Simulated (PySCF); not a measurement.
Isomers of C7H9FOSi, one conformer each; single-point electronic energies without zero-point terms and without any empirical dispersion term.

All values: PBE0/pcSseg-1 (PySCF, non-relativistic), each on one gas-phase PBE0-D3(BJ)/def2-SVP geometry that isn't relaxed in the solvent. The solvent is an IEF-PCM continuum (Bondi radii, 1.10 Å for H, scaled by 1.2). Only the electrostatic response of the medium enters.

```json
{"isomer": "`FC[SiH2]Oc1ccccc1`", "relative energy, gas (kcal/mol)": "0.0", "dipole (D)": "1.22"}
{"isomer": "`FCc1ccc(O[SiH3])cc1`", "relative energy, gas (kcal/mol)": "1.0", "dipole (D)": "0.99"}
```

Problem. How do the relative energies look in methanol (ε = 32.61)?

Solution. 
| isomer | relative energy, solvent (kcal/mol) | E(solvent) − E(gas) (kcal/mol) | dipole in solvent (D) |
| --- | --- | --- | --- |
| `FC[SiH2]Oc1ccccc1` | 0.0 | -4.9 | 1.36 |
| `FCc1ccc(O[SiH3])cc1` | 1.2 | -4.7 | 1.06 |

The order is unchanged. Conformers: `[F:1][CH2:2][SiH2:3][O:4][c:5]1[cH:6][cH:7][cH:8][cH:9][cH:10]1` with F1–C2–Si3–O4 180°, C2–Si3–O4–C5 180°, Si3–O4–C5–C6 180°; `[F:1][CH2:2][c:3]1[cH:4][cH:5][c:6]([O:7][SiH3:8])[cH:9][cH:10]1` with F1–C2–C3–C4 1°, C5–C6–O7–Si8 0°. `FC[SiH2]Oc1ccccc1` gains most from the continuum, and it has the largest gas-phase dipole. The gains span 0.2 kcal/mol, the gas-phase energies 1.0 kcal/mol.
